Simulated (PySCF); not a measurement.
## C₄H₅N₃OSi: full NMR table

```
Formula                               : C4H5N3OSi
SMILES                                : c1nnc2c(n1)C[SiH2]O2
InChI                                 : InChI=1S/C4H5N3OSi/c1-3-4(8-9-1)7-6-2-5-3/h2H,1,9H2
Point group of the computed structure : Cs
Degrees of unsaturation               : 5
Carbon signals                        : 4
Proton signals                        : 3
```

Structure with atom numbers: `[cH:1]1[n:2][n:3][c:4]2[c:5]([n:6]1)[CH2:7][SiH2:8][O:9]2` (H(Xn): hydrogen on atom n).

PySCF calculation with PBE0/pcSseg-1 with gauge-including orbitals and geometry from GFN2-xTB; averaged over atoms made equivalent by symmetry, fast rotation or ring inversion, single conformer, non-relativistic Hamiltonian, in vacuum.

Shifts are taken against calculated references (same method and geometry level): ¹H and ¹³C and ²⁹Si vs TMS; ¹⁵N against NH3; ¹⁷O against H2O.

| carbon | δC, type | δH (multiplicity) | HMBC from (2–3 bonds) | span of the C tensor (ppm) |
| --- | --- | --- | --- | --- |
| C1 | 156.9, CH | 9.51 (s) | – | 209 |
| C4 | 174.5, C | – | H(Si8), H(C7) | 201 |
| C5 | 155.0, C | – | H(C1), H(Si8), H(C7) | 191 |
| C7 | 16.6, CH2 | 2.67 (m) | H(Si8) | 42 |

Other nuclei:
```
 atoms  nucleus                                                 environment  δ (ppm)  σ (ppm)
H(Si8)       ¹H  hydrogen on a silicon bonded to C, O, in a 5-membered ring     5.52    26.19
   Si8     ²⁹Si           silicon bonded to C, O, 2 H, in a 5-membered ring     -1.6    350.8
    N3      ¹⁵N                                 pyridine-type ring nitrogen    422.6   -154.8
    N2      ¹⁵N                                 pyridine-type ring nitrogen    421.7   -154.0
    N6      ¹⁵N                                 pyridine-type ring nitrogen    337.3    -69.6
    O9      ¹⁷O                oxygen bonded to C, Si, in a 5-membered ring    119.5    216.6
```

1. Carbon types of the structure: 2 × C, 1 × CH, 1 × CH2, leaving 2 H on heteroatoms.
2. δC 174.5: aromatic carbon bearing oxygen; σ withdrawal by the attached heteroatom moves it downfield of the ring CH carbons.
3. δC 156.9: aromatic CH between two ring heteroatoms.
4. δC 155.0: substituted aromatic carbon next to a ring nitrogen.
5. δH 9.51: hydrogen on an aromatic CH between two ring heteroatoms; aromatic region.
6. δH 2.67: hydrogen on an sp3 CH2 bonded to Si, on an aromatic ring; benzylic-type position, deshielded by the ring.

Shifts are as computed. Against solution values, carbons near 30 ppm lie about +3 ppm off and those near 130 ppm about +5 ppm. Of 1211 compounds with measured shifts, 218 miss one by over three times the rms of a fit or turn the order of signals round; such compounds aren't used in these exercises. Experimental scales use liquid or dissolved standards, which lie at an offset from isolated NH3 (liquid NH3: subtract about 20 ppm) and H2O (liquid H2O: subtract about 36 ppm). Unscaled 15N shifts of sp2 nitrogen come out 20 to 40 ppm too high even then. No couplings were computed; multiplicities are counted from neighbouring protons, with m where these are inequivalent, close in shift, in a saturated or five-membered ring or joined by F or P, and br s for small geminal =CH2 splittings.
